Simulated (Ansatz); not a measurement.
Born–Oppenheimer molecular dynamics of C₂H₁₁NOSi (16 atoms, charge 0, multiplicity 1). It starts from a rough guess of a transition structure, not a stationary point.

Computed with UKS PBE0-D4/STO-3G in Ansatz 0.2.0.

```yaml
ensemble: NVE (velocity Verlet)
time_step: 0.5 fs
steps_asked: 90
starting_velocities_drawn_for: 1000 K
seed: 771691
```

First frame:

```xyz
16
Properties=species:S:1:pos:R:3
Si -0.714 0.333 -0.972
C 0.292 -1.586 -0.776
H -1.442 -0.212 -2.154
H -1.837 0.745 -0.138
O 0.250 1.460 -1.657
H 0.694 -0.614 0.149
N 0.532 0.580 0.732
C 0.030 0.597 2.084
H 0.851 -2.167 -0.024
H 0.880 -1.637 -1.688
H -0.607 -2.180 -0.917
H 0.128 1.658 -2.582
H 1.284 1.245 0.610
H 0.813 0.343 2.807
H -0.769 -0.140 2.169
H -0.382 1.575 2.356
```

Question: What does the run give?

Answer: All steps were run.

```
steps done                                               : 90
time covered                                             : 45 fs
mean temperature over the second half                    : 1589 K
spread of the potential energy over the second half      : 16.9 meV per atom
mean potential energy of the second half above the start : -66.8 meV per atom
```

The conserved energy stayed within 0.88 meV per atom of its start (net change -0.67 meV per atom), so the integration is sound. The system heated up, since it started high on the potential surface and ran downhill. A run of 0.045 ps of so small a system gives no equilibrium averages. The orbitals stay closed-shell, which can raise the energy where a bond breaks towards radicals; this wasn't checked here. Limits of this set-up: minimal basis.

Question: What happens to the structure?

Answer: The step under study would form Si1–N7, C2–H6 and break Si1–C2, H6–N7. These pairs go: Si1–N7 2.12 → 2.68 Å, C2–H6 1.40 → 3.95 Å, Si1–C2 2.18 → 1.92 Å, H6–N7 1.34 → 1.11 Å. In the last frame they stand as before the step (other bonds may differ from the relaxed reactants and products). It ends as CH5N + CH6OSi. Pairs count as bonded within 1.25 times the sum of covalent radii (0.12 Å more for H–H). This is one draw of velocities; another would differ in detail.

Question: How do temperature and energy run in time?

Answer: 
| time (fs) | T (K) | potential energy less start (eV) | conserved less start (meV/atom) |
| --- | --- | --- | --- |
| 0.0 | 1000 | 0.000 | 0.00 |
| 2.0 | 1214 | -0.387 | -0.02 |
| 4.0 | 1244 | -0.452 | -0.68 |
| 6.0 | 1159 | -0.293 | -0.33 |
| 8.0 | 1183 | -0.332 | -0.12 |
| 10.0 | 990 | 0.020 | 0.13 |
| 12.0 | 1276 | -0.503 | -0.18 |
| 14.0 | 1309 | -0.557 | 0.11 |
| 16.0 | 1736 | -1.344 | -0.81 |
| 18.0 | 1776 | -1.405 | -0.01 |
| 20.0 | 1681 | -1.236 | -0.18 |
| 22.0 | 1570 | -1.037 | -0.32 |
| 24.0 | 1469 | -0.842 | 0.39 |
| 26.0 | 1684 | -1.242 | -0.30 |
| 28.0 | 1690 | -1.252 | -0.17 |
| 30.0 | 1813 | -1.475 | -0.16 |
| 32.0 | 1694 | -1.260 | -0.26 |
| 34.0 | 1614 | -1.115 | -0.27 |
| 36.0 | 1406 | -0.734 | 0.03 |
| 38.0 | 1489 | -0.888 | -0.13 |
| 40.0 | 1761 | -1.387 | -0.54 |
| 42.0 | 1332 | -0.594 | 0.40 |
| 44.0 | 1556 | -1.017 | -0.71 |

The run took 12 min on 1 thread of Intel(R) Xeon(R) Platinum 8175M CPU @ 2.50GHz (Skylake/Cascade Lake), on a shared host, peak memory 0.18 GiB.
